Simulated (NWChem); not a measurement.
MgHOBr; SMILES [OH][Mg][Br]

```xyz
4

Mg     0.0002    -1.1680     0.0000
Br     0.0000     1.1785     0.0000
O     -0.0005    -2.9202     0.0000
H      0.0029    -3.8710     0.0000
```
Atoms are numbered in this order, from 1.

Program: NWChem. Coordinates come from a PBE0/def2-SVP optimisation.

For level Hartree-Fock/def2-TZVP:

* **highest occupied level (eV)**: -11.04
* **orbital gap (eV)**: 11.85
* **dipole (D)**: 2.25

How do the values read with level HCTH/407/def2-TZVP instead?


* **highest occupied level (eV)**: -6.81
* **orbital gap (eV)**: 4.50
* **dipole (D)**: 2.00
